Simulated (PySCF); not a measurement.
In(F)(Br)(Me) (CH3BrFIn), SMILES [CH3][In]([F])[Br]. Coordinates come from a PBE-D3(BJ)/def2-SVP optimisation. The def2 effective core potentials stand for the cores of In; spin–orbit coupling is left out.

Q: Give the equilibrium geometry at PBE-D3(BJ)/def2-SVP (PySCF confirms it by a frequency run) as a Z-matrix, and its point group. (Estimate from the structure and the level; the computed values follow.)

A: point group Cs.
```
In
F 1 1.9819
C 1 2.1565 2 121.24
H 3 1.1044 1 109.15 2 180.00
H 3 1.1059 4 110.84 1 118.79
H 3 1.1059 4 110.84 5 122.42
Br 1 2.5015 2 110.16 3 180.00
```
Charge 0, spin multiplicity 1.
